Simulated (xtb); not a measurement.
xtb input (GFN1-xTB):

```bash
xtb mol.xyz --gfn 1 --sp --chrg 0 --uhf 0
```
mol.xyz:
```
8

N     -1.11756813    -1.20736291    -0.23075622
B      0.04370508    -0.41922520    -0.14756916
N      1.33292678    -0.85838705    -0.49639707
Cl    -0.13254556     1.27139538     0.44753690
H     -1.12163014    -2.16016762    -0.54999633
H     -2.02006455    -0.85345721     0.02903814
H      1.53262728    -1.78217387    -0.83772563
H      2.13630601    -0.26154698    -0.42152463
```

End of the output:

```
         :::::::::::::::::::::::::::::::::::::::::::::::::::::
         ::                     SUMMARY                     ::
         :::::::::::::::::::::::::::::::::::::::::::::::::::::
         :: total energy             -14.341422097883 Eh    ::
         :: gradient norm              0.010263694357 Eh/a0 ::
         :: HOMO-LUMO gap              6.473431141720 eV    ::
         ::.................................................::
         :: SCC energy               -14.474710799026 Eh    ::
         :: -> electrostatic           0.036274988664 Eh    ::
         :: repulsion energy           0.135533080942 Eh    ::
         :: dispersion energy         -0.002244379799 Eh    ::
         :: halogen bond corr.         0.000000000000 Eh    ::
         :: add. restraining           0.000000000000 Eh    ::
         :: total charge               0.000000000000 e     ::
         :::::::::::::::::::::::::::::::::::::::::::::::::::::

           -------------------------------------------------
          |                Property Printout                |
           -------------------------------------------------

    * Orbital Energies and Occupations

         #    Occupation            Energy/Eh            Energy/eV
      -------------------------------------------------------------
         1        2.0000           -0.8809881             -23.9729
         2        2.0000           -0.7609821             -20.7074
         3        2.0000           -0.7566609             -20.5898
         4        2.0000           -0.5894147             -16.0388
         5        2.0000           -0.5725956             -15.5811
         6        2.0000           -0.5610274             -15.2663
         7        2.0000           -0.5191241             -14.1261
         8        2.0000           -0.4856070             -13.2140
         9        2.0000           -0.4824342             -13.1277
        10        2.0000           -0.4480520             -12.1921
        11        2.0000           -0.4384737             -11.9315
        12        2.0000           -0.4112741             -11.1913 (HOMO)
        13                         -0.1733799              -4.7179 (LUMO)
        14                         -0.1250088              -3.4017
        15                         -0.1182708              -3.2183
        16                         -0.1085109              -2.9527
        17                         -0.0683275              -1.8593
Note: The following floating-point exceptions are signalling: IEEE_DENORMAL
normal termination of xtb
        18                         -0.0486868              -1.3248
        19                         -0.0123425              -0.3359
        20                         -0.0114671              -0.3120
        21                         -0.0102271              -0.2783
        22                          0.0221716               0.6033
        23                          0.2091166               5.6904
       ...                                ...                  ...
        29                          0.7104604              19.3326
      -------------------------------------------------------------
                  HL-Gap            0.2378942 Eh            6.4734 eV
             Fermi-level           -0.2923270 Eh           -7.9546 eV

  Mulliken/CM5 charges         n(s)   n(p)   n(d)
     1N    -0.50439 -0.89036   1.423  4.081  0.000
     2B     0.45403  0.36155   0.837  1.709  0.000
     3N    -0.50439 -0.89036   1.423  4.081  0.000
     4Cl   -0.29789 -0.22623   1.937  5.376 -0.015
     5H     0.21128  0.40941   0.789  0.000  0.000
     6H     0.21504  0.41330   0.785  0.000  0.000
     7H     0.21128  0.40941   0.789  0.000  0.000
     8H     0.21504  0.41330   0.785  0.000  0.000

Wiberg/Mayer (AO) data.
largest (>0.10) Wiberg bond orders for each atom

 ---------------------------------------------------------------------------
     #   Z sym  total        # sym  WBO       # sym  WBO       # sym  WBO
 ---------------------------------------------------------------------------
     1   7 N    3.178 --     2 B    1.224     5 H    0.930     6 H    0.929
     2   5 B    3.414 --     1 N    1.224     3 N    1.224     4 Cl   0.925
     3   7 N    3.178 --     2 B    1.224     7 H    0.930     8 H    0.929
     4  17 Cl   1.013 --     2 B    0.925
     5   1 H    0.956 --     1 N    0.930
     6   1 H    0.961 --     1 N    0.929
     7   1 H    0.956 --     3 N    0.930
     8   1 H    0.961 --     3 N    0.929
 ---------------------------------------------------------------------------

Topologies differ in total number of bonds
Writing topology from bond orders to xtbtopo.mol

 dipole moment from electron density (au)
     X       Y       Z
   0.1481  -1.4203  -0.5000  total (Debye):    3.846

           -------------------------------------------------
          | TOTAL ENERGY              -14.341422097883 Eh   |
          | GRADIENT NORM               0.010263694357 Eh/α |
          | HOMO-LUMO GAP               6.473431141720 eV   |
           -------------------------------------------------

------------------------------------------------------------------------
------------------------------------------------------------------------
 total:
 SCF:
```
